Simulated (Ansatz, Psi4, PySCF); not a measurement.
H6Ge2, charge -1, doublet, geometry from GFN2-xTB (a state made from the parent by changing its charge; the spin is typed, not shown lowest) (in this run its highest filled SCF level lies above zero, so its values depend strongly on the basis, on diffuse functions most of all). Base run: R2SCAN/STO-3G run with PySCF.

Here is a job for PySCF.
```python
from pyscf import gto, scf, dft

mol = gto.Mole()
mol.atom = '''
    Ge   -1.23522005    0.51292370   -0.12591087
    Ge    1.23525908   -0.51205515    0.12902469
    H    -1.92530595   -0.60516687   -1.02753875
    H    -2.47835897    1.61253592   -0.42053532
    H    -1.94017119   -0.02486483    1.19983024
    H     2.47831690   -1.61347220    0.41717868
    H     1.96734679    0.62962708    0.96829304
    H     1.89692349   -0.02645262   -1.23686999
'''
mol.basis = 'sto-3g'
mol.charge = -1
mol.spin = 1
mol.verbose = 4
mol.build()

mf = dft.UKS(mol)
mf.xc = 'r2scan'
mf.kernel()
```

The same geometry, method and basis name were run in Ansatz (a program for electronic structure) and Psi4 and PySCF, at each program's defaults and at the settings that a row names. The base is PySCF at its defaults. Differences at the defaults can come from grids, fitting, cores and function types together. The rows with settings made alike still differ; the cause (another SCF solution, basis table, core potential or functional code) wasn't traced.

```
code and settings                                                                             ΔE vs base (mEh)  basis functions       E (Eh)  SCF cycles
--------------------------------------------------------------------------------------------  ----------------  ---------------  -----------  ----------
PySCF, defaults (exact integrals, its default grid, spherical functions)                                 0.000               42  -4109.64544          11
Psi4, defaults (density fitting with its default set, its default grid, spherical functions)           -11.665               42  -4109.65711          11
Ansatz, defaults (factorised integrals, its default grid, spherical functions)                          -1.084               42  -4109.64653           -
PySCF, density fitting with def2-universal-jkfit                                                        -4.090               42  -4109.64953          11
PySCF, fine grid                                                                                        -0.755               42  -4109.64620          11
Psi4, exact integrals, spherical functions, fine grid                                                    1.127               42  -4109.64432          14
Ansatz, high accuracy                                                                                   -1.084               42  -4109.64653           -
```

Open shells are given as the SCF converged; they aren't shown to be the lowest states, and a large step between rows can be another state.
